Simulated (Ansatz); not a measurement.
`N[SiH]([SiH3])[InH2]` → `[InH2]`• + `N[SiH][SiH3]`•  (homolysis of the In–Si bond)

Calculated with Ansatz (gas phase, PBE0-D4/def2-TZVP geometries, no zero-point term in ΔE). CCSD(T)/CBS is the MP2 limit (def2-TZVPP, def2-QZVPP) plus CCSD(T) − MP2 in def2-TZVPP, frozen cores. Functionals use def2-TZVPP. No spin–orbit coupling; open shells (•) take unrestricted orbitals. def2 core potentials past Kr. For In outer-core shells are correlated without core-valence functions, which leaves a few kJ/mol of doubt a bond. One conformer a species, not always the lowest.

CCSD(T)/CBS gives +259.6 kJ/mol.

Task: Another level gave +228.0 kJ/mol. Which?
A. BHLYP-D4/def2-TZVPP
B. r2SCAN-D4/def2-TZVPP
C. B97M-V/def2-TZVPP
D. LDA (SPW92)/def2-TZVPP

Result: B. r2SCAN-D4 228.0, B97M-V 243.2, LDA (SPW92) 270.4, BHLYP-D4 234.9 kJ/mol.

Largest T1 diagnostic among the species: 0.018.

From BLYP to BHLYP (50 % exact exchange), in def2-TZVPP and without D4, ΔE moves by +16.7 kJ/mol. Leaving LDA and LC-ωPBE aside and taking each functional with its dispersion term where it has one, the values, not all of them listed here, spread over 35.1 kJ/mol, from BLYP-D4 to ωB97X-V. LDA lies +42.9 kJ/mol from PBE without D4, its usual overbinding.

CCSD(T)/CBS has its own doubt, a few kJ/mol and more with outer-core shells, so smaller differences from it don't rank the levels.
